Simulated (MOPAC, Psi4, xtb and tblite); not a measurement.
Relaxed torsion scan: SMILES COC(=O)c1ccc(OC)cc1 (C9H10O3). Scanned: dihedral C1–O2–C3–O4; all other coordinates were relaxed at GFN2-xTB. Points at φ and −φ are mirror images. Heavy atoms are numbered in the order of the SMILES COC(=O)c1ccc(OC)cc1, hydrogens after them in the order of the atoms that carry them; the mirror image has the same energies with the sign of each dihedral reversed.

- PM7, restricted, heats of formation // GFN2-xTB (MOPAC)
- PM3, restricted, heats of formation // GFN2-xTB (MOPAC)
- GFN2-xTB (xtb and tblite)
- PBE-D3(BJ)/def2-SVP // GFN2-xTB (Psi4)

Energies relative to the lowest point of each profile, in eV; the last columns give the difference from PBE-D3(BJ):

```
φ / °    PM7    PM3  GFN2-xTB  PBE-D3(BJ)/def2-SVP  PM7 − PBE-D3(BJ)/def2-SVP  PM3 − PBE-D3(BJ)/def2-SVP  GFN2-xTB − PBE-D3(BJ)/def2-SVP
-----  -----  -----  --------  -------------------  -------------------------  -------------------------  ------------------------------
-165   0.382  0.158     0.397                0.513                     -0.131                     -0.355                          -0.116
-150   0.404  0.195     0.429                0.504                     -0.100                     -0.309                          -0.076
-135   0.420  0.223     0.480                0.518                     -0.098                     -0.296                          -0.038
-120   0.416  0.229     0.530                0.532                     -0.116                     -0.303                          -0.002
-105   0.410  0.241     0.565                0.540                     -0.130                     -0.299                           0.025
-90    0.386  0.238     0.564                0.526                     -0.140                     -0.289                           0.038
-75    0.334  0.214     0.504                0.470                     -0.136                     -0.256                           0.035
-60    0.257  0.178     0.388                0.366                     -0.110                     -0.189                           0.021
-45    0.169  0.136     0.247                0.240                     -0.071                     -0.104                           0.007
-30    0.091  0.095     0.120                0.123                     -0.032                     -0.028                          -0.003
-15    0.024  0.030     0.034                0.036                     -0.013                     -0.006                          -0.003
0      0.000  0.000     0.000                0.000                      0.000                      0.000                           0.000
15     0.024  0.030     0.034                0.036                     -0.013                     -0.006                          -0.003
30     0.091  0.095     0.120                0.123                     -0.032                     -0.028                          -0.003
45     0.169  0.136     0.247                0.240                     -0.071                     -0.104                           0.007
60     0.257  0.178     0.388                0.366                     -0.110                     -0.189                           0.021
75     0.334  0.214     0.504                0.470                     -0.136                     -0.256                           0.035
90     0.386  0.238     0.564                0.526                     -0.140                     -0.289                           0.038
105    0.410  0.241     0.565                0.540                     -0.130                     -0.299                           0.025
120    0.416  0.229     0.530                0.532                     -0.116                     -0.303                          -0.002
135    0.420  0.223     0.480                0.518                     -0.098                     -0.296                          -0.038
150    0.404  0.195     0.429                0.504                     -0.100                     -0.309                          -0.076
165    0.382  0.158     0.397                0.513                     -0.131                     -0.355                          -0.116
180    0.371  0.135     0.399                0.553                     -0.182                     -0.418                          -0.154
```

PM7 is furthest from PBE-D3(BJ)/def2-SVP at 180 (-0.182 eV, below); its mean absolute difference over the points is 0.097 eV.

PM3 is furthest from PBE-D3(BJ)/def2-SVP at 180 (-0.418 eV, below); its mean absolute difference over the points is 0.220 eV.

GFN2-xTB is furthest from PBE-D3(BJ)/def2-SVP at 180 (-0.154 eV, below); its mean absolute difference over the points is 0.037 eV.
